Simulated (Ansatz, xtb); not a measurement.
## Relative energy of two isomers of C3H4ClF3

We compare X, `C[C@](F)(Cl)C(F)F`, a singlet, with Y, `C[C@H](Cl)C(F)(F)F`, a singlet. Both are isolated molecules in the gas phase, relaxed with PBE0-D3(BJ)/def2-SVP; each stands in its lowest conformer found.

Energies in hartree; the thermal terms are from GFN2-xTB frequencies at re-optimised GFN2-xTB minima (ideal gas, soft modes damped towards free rotors, one conformer each, 298.15 K, 1 atm) and include the zero-point energy:

```
                              X           Y
E, CCSD(T)/def2-SVP  −874.444398  −874.463541
    E, MP2/def2-SVP  −874.371337  −874.391474
  E, MP2/def2-TZVPP  −875.374112  −875.391500
  zero-point energy     0.068162     0.068619
       H(298 K) − E     0.076796     0.077083
       G(298 K) − E     0.035623     0.036228
```

**Question.** Correct the CCSD(T) difference for the basis set by the MP2 change, then work out ΔE, ΔE₀, ΔH and ΔG for X → Y in kcal/mol (1 Eh = 627.51 kcal/mol) and the equilibrium ratio [Y]/[X].

**Answer.** 1. Differences Y − X: CCSD(T) −0.019143, MP2 in the small set −0.020137, MP2 in the large set −0.017388 Eh.
2. ΔE = −0.019143 + (−0.017388 − (−0.020137)) = −0.016394 Eh = −10.29 kcal/mol.
3. ΔE₀ = ΔE + ΔZPE = −0.016394 + (+0.000457) Eh = −10.00 kcal/mol.
4. ΔH = ΔE + (+0.000287) Eh = −10.11 kcal/mol.
5. ΔG = ΔE + (+0.000605) Eh = −9.91 kcal/mol, so ΔS = (ΔH − ΔG)/T = −2.8 J/(mol K).
6. kT = 0.9442 mEh, so K = [Y]/[X] = exp(−ΔG/kT) = exp(+16.72) ≈ 1.8 × 10^7.

Structure Y is favoured at this temperature. An error of 1 kcal/mol in ΔG would change K by a factor of 5.4. Mirror images and further conformers aren't counted.

As drawn, both hold the same kinds of bond in the same numbers.

Other levels gave ΔE = −6.2 (GFN2-xTB); −11.2 (HF/STO-3G, GFN2-xTB geometries); −11.6 (r2SCAN-D4/def2-SVP, GFN2-xTB geometries); −12.0 (PBE0-D3(BJ)/def2-SVP); −12.5 (HF/def2-SVP); −12.6 (MP2/def2-SVP); −12.0 (CCSD(T)/def2-SVP) kcal/mol. The correlated steps freeze 11 core orbitals. Programs: Ansatz 0.2.0, xtb 6.7.1.
